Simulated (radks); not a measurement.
Results of a calculation; reference values are marked as such.
Q: Neutral silver, configuration [Kr] 4d10 5s1. Code: a radial shooting solver on a logarithmic mesh with Libxc functionals. Model: Dirac Kohn-Sham, PBE, spin-unpolarised, spherical densities, finite nucleus; Fermi nuclear charge, rms radius 4.5454 fm. Some entries of the table are withheld. Estimate them.

| orbital | occ. | eigenvalue (eV) | r(max) (bohr) |
|---|---|---|---|
| 1s1/2 | 2 | -25314.31 | 0.02015 |
| 2s1/2 | 2 | -3726.225 | 0.1141 |
| 2p1/2 | 2 | -3462.778 | 0.08819 |
| 2p3/2 | 4 | -3287.452 | 0.09244 |
| 3s1/2 | 2 | -683.1529 | 0.3328 |
| 3p1/2 | 2 | (1) | 0.3192 |
| 3p3/2 | 4 | (2) | 0.3291 |
| 3d3/2 | 4 | -361.8792 | 0.2722 |
| 3d5/2 | 6 | -355.6485 | 0.2750 |
| 4s1/2 | 2 | -94.9899 | (3) |
| 4p1/2 | 2 | (4) | 0.8602 |
| 4p3/2 | 4 | (5) | 0.8852 |
| 4d3/2 | 4 | -7.7825 | 1.030 |
| 4d5/2 | 6 | -7.2257 | 1.042 |
| 5s1/2 | 1 | -4.4058 | 2.502 |
| 5p1/2 | 0 | -0.8139 | 3.712 |

A: 
(1) 3p1/2 eigenvalue (eV): -578.3464
(2) 3p3/2 eigenvalue (eV): -547.4049
(3) 4s1/2 r(max) (bohr): 0.8228
(4) 4p1/2 eigenvalue (eV): -62.0445
(5) 4p3/2 eigenvalue (eV): -56.9604
